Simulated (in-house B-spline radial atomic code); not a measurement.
## Ionising the iodine ion I³⁺ with different functionals

Computed with a radial B-spline atomic code at the basis-set limit: non-relativistic Hamiltonian, point nucleus, spin-polarised at highest spin, spherical fractional occupations for the functionals, the average over the highest-spin determinants for Hartree-Fock. The ionisation energy is the difference of two self-consistent energies, [Kr] 4d10 5s2 5p2 → [Kr] 4d10 5s2 5p1, without Breit or QED terms; ε is the level of the shell that loses the electron (its least bound occupied spin orbital). There is no spin-orbit coupling in this Hamiltonian.

Hybrids are left out here: with spherical fractional occupations of an open shell their exact exchange keeps a self-interaction that integer-occupation calculations don't have.

```json
{"method": "Hartree-Fock", "rung": "Hartree-Fock", "ΔSCF (eV)": "39.24", "-ε(5p) (eV)": "39.51"}
{"method": "LDA VWN5", "rung": "LDA", "ΔSCF (eV)": "40.15", "-ε(5p) (eV)": "35.12"}
{"method": "LDA PW92", "rung": "LDA", "ΔSCF (eV)": "40.14", "-ε(5p) (eV)": "35.11"}
{"method": "LDA exchange-only", "rung": "LDA", "ΔSCF (eV)": "39.00", "-ε(5p) (eV)": "34.03"}
{"method": "PBE", "rung": "GGA", "ΔSCF (eV)": "39.91", "-ε(5p) (eV)": "34.96"}
{"method": "PBEsol", "rung": "GGA", "ΔSCF (eV)": "39.98", "-ε(5p) (eV)": "35.02"}
{"method": "BLYP", "rung": "GGA", "ΔSCF (eV)": "39.75", "-ε(5p) (eV)": "34.72"}
{"method": "RPBE", "rung": "GGA", "ΔSCF (eV)": "39.85", "-ε(5p) (eV)": "34.93"}
{"method": "PW91", "rung": "GGA", "ΔSCF (eV)": "40.01", "-ε(5p) (eV)": "35.04"}
{"method": "BP86", "rung": "GGA", "ΔSCF (eV)": "40.06", "-ε(5p) (eV)": "35.07"}
{"method": "AM05", "rung": "GGA", "ΔSCF (eV)": "39.95", "-ε(5p) (eV)": "34.98"}
{"method": "OLYP", "rung": "GGA", "ΔSCF (eV)": "39.86", "-ε(5p) (eV)": "34.94"}
{"method": "TPSS", "rung": "meta-GGA", "ΔSCF (eV)": "39.94", "-ε(5p) (eV)": "35.04"}
{"method": "SCAN", "rung": "meta-GGA", "ΔSCF (eV)": "40.19", "-ε(5p) (eV)": "35.33"}
{"method": "r2SCAN", "rung": "meta-GGA", "ΔSCF (eV)": "40.17", "-ε(5p) (eV)": "35.33"}
{"method": "M06-L", "rung": "meta-GGA", "ΔSCF (eV)": "39.54", "-ε(5p) (eV)": "34.58"}
{"method": "revTPSS", "rung": "meta-GGA", "ΔSCF (eV)": "39.96", "-ε(5p) (eV)": "35.08"}
```

How do they compare with the NIST value?

NIST lists 40.36 eV ± 0.025 (measured, ground level to ground level). Errors run from -1.36 to -0.17 eV; SCAN is closest (-0.17 eV), though others lie within the uncertainty of it, and part of that can be cancellation, since the calculations leave out relativity, Breit-QED terms, multiplet and fine-structure energies. Hartree-Fock also lacks correlation.
